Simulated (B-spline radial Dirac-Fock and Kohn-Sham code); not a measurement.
**How the binding energies of Eu⁵⁸⁺ add up**

System: Eu⁵⁸⁺, configuration [He] 2s2 2p1; nuclear rms radius 5.1115 fm (A = 153).

Method: multi-electron Dirac-Fock with separately optimised hole states, Breit and Lamb-shift corrections added in first order. Computed with an atomic code on a B-spline grid. Electron correlation is not included. Energies are counted from the vacuum level.

All terms are in eV, carry their sign (relaxation lowers the binding energy) and add up to the binding energy; ⟨r⟩ is the mean radius of the orbital in the initial state.

```csv
subshell,−ε (Koopmans),relaxation,Gaunt,retardation,QED,binding energy,⟨r⟩ (bohr)
1s,54886.5,-8.21,-112.10,2.92,-70.59,54698.5,0.022
2s,13223.3,-0.68,-12.83,1.07,-10.61,13200.2,0.090
2p,12587.7,-0.76,-15.86,3.77,-0.67,12574.1,0.081
```

For the deepest level, K (1s), the Breit terms make up -0.200 % of the binding energy, QED -0.129 % and orbital relaxation -0.015 %.

Going to the tabulated ground configuration of the next ion removes an electron from L2,3 (2p), computed at 12574.1 eV. NIST lists 13050 ± 6 eV as the ionisation energy of this species (theoretical), +475.86 eV from the computed value. Where a p, d or f shell is open in either ion the computed value averages over both j values and all terms, while the table refers to the lowest levels; that difference holds spin-orbit splitting (largest in heavy or highly charged ions), term energies where several electrons share open shells, and correlation, and it can reach 10 % or more.
